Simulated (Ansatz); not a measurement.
Geometry optimisation of C2H6AgN (`C[N](C)[Ag]`).

```yaml
crystal:
  periodic: [false, false, false]
  atoms:
    - {symbol: C, position_ang: [-0.167210, 1.048998, -0.569357]}
    - {symbol: N, position_ang: [-0.308118, -0.388326, -0.450041]}
    - {symbol: C, position_ang: [0.573977, -0.908155, 0.575514]}
    - {symbol: Ag, position_ang: [-2.283006, -1.008543, -0.231629]}
    - {symbol: H, position_ang: [-0.839314, 1.454307, -1.353110]}
    - {symbol: H, position_ang: [-0.336488, 1.633920, 0.373040]}
    - {symbol: H, position_ang: [0.883662, 1.279574, -0.883334]}
    - {symbol: H, position_ang: [0.472335, -2.008264, 0.672191]}
    - {symbol: H, position_ang: [0.454212, -0.455452, 1.595178]}
    - {symbol: H, position_ang: [1.633151, -0.699359, 0.274547]}
basis:
  gaussian: {orbitals: def2-TZVP}
hamiltonian: {xc: pbe0, dispersion: d4}
relax: {f_tol: 0.005, max_steps: 150}
```

```sh
$ ansatz run in.yaml --threads 4 --pin off --events-out ev --progress --plain --max-ram 10444MiB
```

It prints (some lines left out):

```
Functional definition: PBE0
mean field -7657.09063303 eV, -281.3928906013 hartree, gradient 1.4e-5 eV, S^2 0.000000; 0 other end points of the search recorded, 0 dependent functions left out
relax step   1: F+E_penalty+E_count = -7657.26414449 eV  Δ(F+E_penalty+E_count) = +0.000e0 eV  max|allowed force component| = 5.425e-1 eV/Å  Δτ_max = 0.0000 Å  (32 SCF iters, accepted)
mean field -7657.12209905 eV, -281.3940469562 hartree, gradient 1.5e-5 eV, S^2 0.000000; 0 other end points of the search recorded, 0 dependent functions left out
relax step   2: F+E_penalty+E_count = -7657.29622476 eV  Δ(F+E_penalty+E_count) = -3.208e-2 eV  max|allowed force component| = 1.615e-1 eV/Å  Δτ_max = 0.0245 Å  (34 SCF iters, accepted)
mean field -7657.12475497 eV, -281.3941445597 hartree, gradient 1.3e-5 eV, S^2 0.000000; 0 other end points of the search recorded, 0 dependent functions left out
relax step   3: F+E_penalty+E_count = -7657.29910376 eV  Δ(F+E_penalty+E_count) = -2.879e-3 eV  max|allowed force component| = 1.518e-2 eV/Å  Δτ_max = 0.0078 Å  (35 SCF iters, accepted)
mean field -7657.12481243 eV, -281.3941466712 hartree, gradient 1.3e-5 eV, S^2 0.000000; 0 other end points of the search recorded, 0 dependent functions left out
relax step   4: F+E_penalty+E_count = -7657.29913400 eV  Δ(F+E_penalty+E_count) = -3.024e-5 eV  max|allowed force component| = 2.520e-3 eV/Å  Δτ_max = 0.0017 Å  (35 SCF iters, accepted)
mean field -7657.12481243 eV, -281.3941466712 hartree, gradient 1.3e-5 eV, S^2 0.000000; 1 other end points of the search recorded, 0 dependent functions left out
Total energy: -7657.29917186 eV, -281.4005542622 hartree
Atom 0 at    -0.159838     1.039463    -0.564947 Å, force    -0.000127     0.001746     0.001085 eV/Å
Atom 1 at    -0.317171    -0.387792    -0.443174 Å, force    -0.000974    -0.000428    -0.000097 eV/Å
Atom 2 at     0.573793    -0.897732     0.568153 Å, force     0.000469     0.000198     0.001982 eV/Å
Atom 3 at    -2.274837    -0.997088    -0.217347 Å, force     0.002520     0.000569    -0.000659 eV/Å
Atom 4 at    -0.815237     1.440157    -1.341734 Å, force    -0.001118     0.000010    -0.001127 eV/Å
Atom 5 at    -0.340233     1.609127     0.363758 Å, force    -0.000077     0.000621    -0.000078 eV/Å
Atom 6 at     0.879584     1.260616    -0.864237 Å, force     0.000144    -0.001379    -0.000115 eV/Å
Atom 7 at     0.480918    -1.982360     0.660127 Å, force    -0.000554    -0.001460    -0.000250 eV/Å
Atom 8 at     0.441696    -0.455675     1.571491 Å, force     0.000270    -0.000316     0.000467 eV/Å
Atom 9 at     1.614527    -0.680015     0.270910 Å, force    -0.000554     0.000439    -0.001206 eV/Å
Dipole moment:    -0.516486    -0.131219     0.110064 e Å
```

It took 6.5 s on 4 threads of an Intel Xeon 6975P-C on a shared host, with 0.42 GiB of host memory at the peak.
